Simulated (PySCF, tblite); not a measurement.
Calculations on `CC(=O)[N]([SiH3])[GeH3]`, in the order of a workflow; each names the level of the geometry that it ran on. Settings lines and outputs come from a driver script.

Compound: C2H9GeNOSi.
Atom-mapped SMILES: `[CH3:1][C:2](=[O:3])[N:4]([SiH3:5])[GeH3:6]` (hydrogens: H7, H8, H9 on C1; H10, H11, H12 on Si5; H13, H14, H15 on Ge6)

Step 1: GFN2-xTB geometry optimisation, gas phase (tblite 0.8.0) (from a force-field or distance-geometry start)
```json
{"job": {"kind": "relax", "xc": "GFN2-xTB", "basis": "xTB"}, "charge": 0, "multiplicity": 1}
```
```
step      E/eV     max force
  0    -531.89109    3.141
  1    -532.05115    3.022
  2    -532.16349    0.945
...
 32    -532.55382    0.023
 33    -532.55387    0.020
 34    -532.55392    0.023
 35    -532.55396    0.020
 36    -532.55397    0.010
```

Energy lowered by 15.3 kcal/mol over 36 steps; largest atomic force 0.010 eV/Å at the end. «max force» is the largest atomic force in eV/Å.

Hardware: Intel Xeon at 2.50 GHz, one thread, no GPU, shared host with 64 logical CPUs at a one-minute load of 59. Cost: 0.81 s of wall time.

Step 2: GFN2-xTB harmonic vibrations, gas phase (tblite 0.8.0) (on the GFN2-xTB geometry)
```json
{"job": {"kind": "ir", "xc": "GFN2-xTB", "basis": "xTB"}, "charge": 0, "multiplicity": 1}
```
```
(table of modes left out)
```

39 modes from 75 to 3050 cm⁻¹ (unscaled, harmonic); zero-point energy 61.9 kcal/mol; all wavenumbers are real at this level.

On Intel Xeon at 2.50 GHz, one thread, shared host with 64 logical CPUs at a one-minute load of 59, this took 1.1 s wall.

Step 3: TDDFT CAM-B3LYP/def2-SVPD, vertical, gas phase, core orbitals frozen in the response (PySCF 2.14.0, density-fitted response routines) (on the GFN2-xTB geometry)
```json
{"job": {"kind": "uv", "xc": "CAM-B3LYP", "basis": "def2-SVPD", "nstates": 8, "ntriplets": 3}, "charge": 0, "multiplicity": 1}
```
```
...
Static polarisability (au): isotropic 88.253, principal 72.119 95.155 97.484
Singlet excitations
state   eV       nm        f      main configurations
  1   5.7263    216.5   0.00018   H->L+2 0.81, H->L+5 0.12
  2   6.8047    182.2   0.00229   H-1->L 0.74, H-1->L+1 0.21
  3   6.9281    179.0   0.06494   H-1->L+2 0.67, H->L+1 0.16, H->L 0.09
  4   7.0789    175.1   0.07466   H->L 0.78, H-1->L+2 0.13
  5   7.2967    169.9   0.03187   H-1->L+1 0.63, H-1->L 0.19
  6   7.5003    165.3   0.02924   H->L+1 0.58, H->L+3 0.16, H-1->L+2 0.12
  7   7.8825    157.3   0.00380   H-1->L+3 0.76
  8   8.1926    151.3   0.00045   H-1->L+4 0.62, H-1->L+6 0.12, H-1->L+7 0.12
Triplet excitations (Tamm-Dancoff, eV): 5.2797 5.4733 6.5959
```

HOMO -9.07 eV, LUMO 0.74 eV; lowest singlet 5.73 eV; lowest triplet 5.28 eV (Tamm–Dancoff); mean polarisability 88.3 au.

On one thread of an Arm Neoverse N1, on a shared host, this took 82 s and 0.97 GiB of memory at its peak.

Geometry of the electronic-property runs (GFN2-xTB):
```
atom  x, y, z in Å
C1     1.9607   -0.6344   -0.2755
C2     0.9305    0.4528   -0.1865
O3     1.2177    1.6377   -0.3195
N4    -0.3544    0.1367    0.0458
Si5   -0.9965   -1.4671    0.2688
Ge6   -1.2679    1.7911    0.0749
H7     1.7084   -1.3193   -1.0820
H8     2.9340   -0.1890   -0.4651
H9     1.9905   -1.1956    0.6558
H10   -2.4270   -1.2891    0.4900
H11   -0.3396   -2.0673    1.4342
H12   -0.7298   -2.2409   -0.9475
H13   -1.1739    2.4309   -1.2664
H14   -2.6866    1.3501    0.3374
H15   -0.7703    2.6113    1.2136
```

 (This holds for the electronic-property runs.)

One conformer stands for the species.
